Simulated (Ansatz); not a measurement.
Geometry optimisation, RKS B3LYP-D4/def2-SVP in Ansatz 0.2.0.

input.yaml

```yaml
crystal:
  periodic: [false, false, false]
  atoms:
    - { symbol: B, position_ang: [0.029025, 0.434722, -0.037682] }
    - { symbol: Cl, position_ang: [-0.255646, 0.93403, 1.698123] }
    - { symbol: H, position_ang: [1.145105, 0.522182, -0.460205] }
    - { symbol: H, position_ang: [-0.955397, 0.203117, -0.685117] }
    - { symbol: "N", position_ang: [-0.01556, -2.1214, 0.939974] }
    - { symbol: H, position_ang: [-0.315242, -2.859005, 0.304109] }
    - { symbol: Si, position_ang: [1.194679, -2.454481, 2.173512] }
    - { symbol: H, position_ang: [1.481377, -3.912201, 2.172813] }
    - { symbol: H, position_ang: [2.47365, -1.734487, 1.924731] }
    - { symbol: H, position_ang: [0.67813, -2.055737, 3.503904] }
    - { symbol: H, position_ang: [-0.818521, -1.536942, 1.229938] }
basis:
  gaussian: { orbitals: def2-SVP }
hamiltonian:
  xc: b3lyp
  dispersion: d4
relax:
  f_tol: 0.03
  max_steps: 50
```

Launched with:

```bash
$ ansatz run input.yaml --threads 2 --pin off --max-ram 3072MiB --backend cpu --events-out ev --progress --plain --runs-dir out
```

Q: Where does it end, and by what steps?

A: The run converged. After 11 steps the energy has fallen by 1.016 eV; B1 moved furthest, 0.71 Å. Joined: B1–N5 (2.74 → 1.64 Å).

```tsv
step	energy less start (eV)	largest force component (eV/Å)	accepted
0	0.0000	1.067	yes
1	-0.1465	1.033	yes
2	-0.3638	1.218	yes
3	-0.7186	1.430	yes
4	-0.8975	1.183	yes
5	-0.9791	0.452	yes
6	-0.9977	0.143	yes
7	-1.0084	0.154	yes
8	-1.0133	0.053	yes
9	-1.0142	0.079	yes
10	-1.0156	0.033	yes
11	-1.0157	0.010	yes
```

```xyz
11
Properties=species:S:1:pos:R:3
B 0.058 -0.211 0.255
Cl 0.110 0.835 1.821
H 1.116 -0.175 -0.342
H -0.930 0.020 -0.412
N -0.094 -1.740 0.828
H -0.037 -2.384 0.033
Si 1.149 -2.155 2.125
H 1.367 -3.621 1.957
H 2.394 -1.414 1.842
H 0.550 -1.895 3.451
H -1.041 -1.841 1.206
```

Whether the end is a true minimum wasn't checked by a vibrational analysis.

Run time: 19 s on 2 threads of Intel(R) Xeon(R) 6975P-C (Granite Rapids) (shared host), peak memory 0.22 GiB.
